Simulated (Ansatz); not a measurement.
The same ligand exchange along the group Mg, Zn, Cd.

Isolated molecules relaxed with PBE0-D4/def2-TZVP in Ansatz; ΔE leaves out vibrations. CCSD(T)/CBS is the MP2 limit (def2-TZVPP, def2-QZVPP) plus CCSD(T) − MP2 in def2-TZVPP, frozen cores. This one scheme is used for every species. DFT in def2-TZVPP. B3LYP here is the variant with VWN-RPA as its local correlation; programs differ in this. def2 core potentials past Kr. For Cd, Mg, Zn outer-core shells are correlated without core-valence functions, which leaves a few kJ/mol of doubt a bond. Scalar relativity is left out up to krypton. One conformer a species, not always the lowest.

| reaction | B3LYP-D4 (kJ/mol) | ωB97M-V (kJ/mol) | CCSD(T)/CBS(def2) (kJ/mol) |
| --- | --- | --- | --- |
| `[F][Mg][Cl]` + CH₃OH → `C[O][Mg][Cl]` + H–F | 60 | 61 | 54 |
| `[F][Zn][Cl]` + CH₃OH → `C[O][Zn][Cl]` + H–F | 38 | 40 | 37 |
| `[F][Cd][Cl]` + CH₃OH → `C[O][Cd][Cl]` + H–F | 37 | 41 | 34 |

Largest T1 diagnostic: 0.016, for `[F][Zn][Cl]`.
